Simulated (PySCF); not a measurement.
C2H8BN3, SMILES NB1NCCN1.

Geometry: B3LYP-D3(BJ)/def2-SVP. The structure was generated by enumeration, and PubChem lists no compound with its InChIKey, so it may never have been made. The values are those of a single conformer.

Vertical ionisation energy (IE) and electron affinity (EA) in eV. Rows of orbital energies are one-electron estimates. Where ΔSCF, EOM or ADC give a negative EA the extra electron is unbound and the value depends on the basis.

```
level                                              IE     EA
-----------------------------------------------  ----  -----
−ε(HOMO), −ε(LUMO), CAM-B3LYP/def2-TZVP (PySCF)  7.42  -1.67
−ε(HOMO), −ε(LUMO), PBE/def2-TZVP (PySCF)        4.64  -0.15
```
